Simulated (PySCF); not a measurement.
CuO₂: from structure and modes to constants

Computed with UPBE0 in PySCF with Cu def2-TZVP, O def2-TZVP; no relativity; density-fitted integrals.

The doublet minimum has C2v symmetry. Masses (u): Cu 62.92960, O 15.99492.

```xyz
3
charge 0 multiplicity 2, angstrom
Cu    0.0000    0.0000   -0.6068
O     0.6868    0.0000    1.1947
O    -0.6868    0.0000    1.1947
```

Harmonic wavenumbers (cm⁻¹): 169.2 (b2, ×1), 395.8 (a1, ×1), 1107.3 (a1, ×1).

**Question.** Find the principal moments of inertia and the rotational constants. What kind of rotor is it?

**Answer.** About the centre of mass I = 15.087, 68.83, 83.918 u Å². With B = 16.8576/I this gives 1.117, 0.2449, 0.2009 cm⁻¹. The molecule is an asymmetric top with κ = -0.90.

**Question.** Find the vibrational entropy and heat capacity at 298.15 K.

**Answer.** With u = 1.43878 ω/T, each mode gives S = R[u/(eᵘ−1) − ln(1−e⁻ᵘ)] and C = R u² eᵘ/(eᵘ−1)².
```csv
ω (cm⁻¹),u,S (J/(mol K)),C (J/(mol K))
169.2,0.816,10.23,7.87
395.8,1.910,4.09,6.19
1107.3,5.344,0.25,1.15
```
The sums over all modes are S = 14.6 and C = 15.2 J/(mol K); the softest mode gives 70 % of the entropy.

**Question.** Give the standard entropy (298.15 K, 1 bar) by its translational, rotational, vibrational and spin parts, and Cp.

**Answer.** Sackur–Tetrode with M = 94.92 u gives 165.6; rotation with symmetry number 2 gives 90.0; vibration 14.6; spin R ln 2 = 5.8. The total is 276.0 J/(mol K), and Cp = 4 R + 15.2 = 48.5 J/(mol K).

Only a few start shapes were tried, so a lower isomer may exist. Open d and f shells are described by one determinant, and the ground state may have another occupation or spin.
